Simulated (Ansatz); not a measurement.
`C=CC(F)F` + `BN[SiH2][SiH3]` → `BN(C=C)[SiH2][SiH3]` + difluoromethane  (substitution at a C–C bond)

Gas-phase electronic energies from Ansatz, PBE0-D4/def2-TZVP geometries. CCSD(T)/CBS adds triple-zeta CCSD(T) − MP2 to the extrapolated MP2 energy (def2 sets, frozen cores). This one scheme is used for every species. DFT in def2-TZVPP. HSE06 is defined as in plane-wave codes. Each species was taken in one conformer, which may not be the lowest.

Task: Is it downhill or uphill in electronic energy at CCSD(T)/CBS, and by how much? (Best estimate.)

Result: Ansatz gave: Uphill: ΔE = +23.8 kJ/mol.

Task: What do these levels give: revPBE-D4, r2SCAN-D4, PBE0-D4, r2SCANh-D4, HSE06-D4, CAM-B3LYP-D4, ωB97X-V, revPBE, CCSD/def2-SVP, SCS-MP2/def2-TZVPP, MP2/def2-QZVPP, HF/CBS(def2)? (Best estimate.)

Result: Computed: revPBE-D4 12.0, r2SCAN-D4 23.9, PBE0-D4 19.3, r2SCANh-D4 24.0, HSE06-D4 19.4, CAM-B3LYP-D4 25.3, ωB97X-V 26.3, revPBE 29.3, CCSD/def2-SVP 27.6, SCS-MP2/def2-TZVPP 22.0, MP2/def2-QZVPP 18.2, HF/CBS(def2) 38.4 kJ/mol.

Largest T1 diagnostic among the species: 0.014.

Leaving LDA and LC-ωPBE aside and taking each functional with its dispersion term where it has one, the values, not all of them listed here, spread over 16.1 kJ/mol, from revPBE-D4 to B97M-V. LDA lies −8.4 kJ/mol from PBE without D4. In def2-TZVPP, CCSD(T) changes the Hartree–Fock value by −15.5 kJ/mol (the triples alone add −3.6 kJ/mol) and MP2 by −20.8 kJ/mol. The D4 term adds −12.6 kJ/mol with B3LYP and −7.2 kJ/mol with PBE0; it sums over pairs of atoms, weighted by their polarisabilities, and B3LYP, whose exchange is more repulsive, gets the larger term.

B3LYP here is the variant with VWN-RPA as its local correlation; programs differ in this.
